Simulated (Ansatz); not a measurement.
CHCl (SMILES [CH]Cl): geometry of the low-spin state from B3LYP-D3(BJ)/def2-TZVP.
(charge 0, multiplicity 1):
```csv
atom,x (Å),y (Å),z (Å)
C,-1.0700,0.5280,0.0000
Cl,0.4793,-0.1649,0.0000
H,-1.7283,-0.3646,0.0000
```
The high-spin state stands at its own minimum; R- takes a restricted low-spin state.

Run with Ansatz (Gaussian orbitals). Values without a source in brackets are computed.

The gap E(multiplicity 1) − E(multiplicity 3) (kcal/mol) and the share of exact exchange:

```json
[
 {"functional": "R-PBE/def2-TZVPP", "exact exchange (%)": "0", "value": "-2.11"},
 {"functional": "R-PBE0/def2-TZVPP", "exact exchange (%)": "25", "value": "1.19"},
 {"functional": "R-B3LYP/def2-TZVPP", "exact exchange (%)": "20", "value": "-3.42"},
 {"functional": "R-BHLYP/def2-TZVPP", "exact exchange (%)": "50", "value": "-0.20"},
 {"functional": "R-r2SCAN/def2-TZVPP", "exact exchange (%)": "0", "value": "4.52"}
]
```

**Question.** Take the value as linear in the share of exact exchange along PBE and PBE0. Give the slope, say whether the sign turns, and set the other functionals against that line.

**Answer.** 
Slope: (1.19 − (-2.11))/2.5 = 1.32 kcal/mol for each 10 %. The line crosses zero at 16 %, where the sign would turn. At 50 % it gives 4.5 kcal/mol. From B3LYP to BHLYP the slope is (-0.20 − (-3.42))/3 = 1.07 for each 10 %. BHLYP, at 50 %, lies -4.7 from the PBE line. B3LYP, at 20 %, lies -4.0 from the PBE line. r2SCAN, with none, stands 6.6 from PBE.

Doubts at one or more of the structures used: a restricted determinant that unrestricted orbitals would lower (R-PBE/def2-TZVPP, R-PBE0/def2-TZVPP, R-B3LYP/def2-TZVPP, R-BHLYP/def2-TZVPP, R-r2SCAN/def2-TZVPP).

Ansatz is an electronic-structure program.
